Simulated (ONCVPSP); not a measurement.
## Which change was made? (Ne, ONCV)

neon, optimised norm-conserving Vanderbilt (ONCV), made with ONCVPSP 4.0.1 (PBE, scalar-relativistic). Core [He], reference 2s2 2p6. Waves: 2s: rc 0.50 bohr, ncon 5, nbas 9, qcut 12 1/bohr, 3 projectors, debl 1.9 Ha; 2p: rc 1.55 bohr, ncon 3, nbas 6, qcut 7.4 1/bohr, 2 projectors, debl 0.9 Ha; d scattering state at 0.24 Ha: rc 1.60 bohr, ncon 4, nbas 8, qcut 7 1/bohr, 1 projector. Local part: polynomial inside 0.40 bohr (lpopt 5, dvloc0 1 Ha). Core correction: Teter function, fcfact 4.75, rcfact 1.7.

Cutoffs, loose and tight: the cutoffs (Ha) at which the residual kinetic energy of the hardest occupied pseudo-wave falls to 1 and 0.1 mHa per electron. They do not see the model core or the augmentation charge, which bear on the density cutoff. Test errors are all-electron minus pseudo excitation energies from the reference, over the configurations 2s2 2p5; 2s2 2p4; 2s2 2p3; 2s1 2p6; variants that change the core or the reference have their own tests.

The base gives: outcome: generated; cutoff, loose: 765 Ha; cutoff, tight: 920 Ha; bound ghosts: s; GHOST(+) flags above zero: s, d; largest test error (meV): +3565.

Problem. After one change the result is: outcome: generated; cutoff, loose: 72 Ha; cutoff, tight: 549 Ha; bound ghosts: s; GHOST(+) flags above zero: s, d; largest test error (meV): +4544. Which change was it?
A. all radii but the core radius scaled by about 0.82 (s 0.40, p 1.28, d 1.32 bohr); local potential polynomial inside 0.32 bohr (lpopt 5, dvloc0 1 Ha)
B. all radii but the core radius scaled by about 1.11 (s 0.56, p 1.72, d 1.78 bohr); local potential polynomial inside 0.44 bohr (lpopt 5, dvloc0 1 Ha)
C. all radii but the core radius scaled by about 1.32 (s 0.66, p 2.04, d 2.10 bohr); local potential polynomial inside 0.52 bohr (lpopt 5, dvloc0 1 Ha)

Solution. B. The others give: all radii but the core radius scaled by about 1.32 (s 0.66, p 2.04, d 2.10 bohr); local potential polynomial inside 0.52 bohr (lpopt 5, dvloc0 1 Ha) → outcome: generated; cutoff, loose: 71 Ha; cutoff, tight: 250 Ha; bound ghosts: s; GHOST(+) flags above zero: s, d; largest test error (meV): +6095 | all radii but the core radius scaled by about 0.82 (s 0.40, p 1.28, d 1.32 bohr); local potential polynomial inside 0.32 bohr (lpopt 5, dvloc0 1 Ha) → outcome: failed: optimize: ERROR ps0norm > uunorm, code will stop.
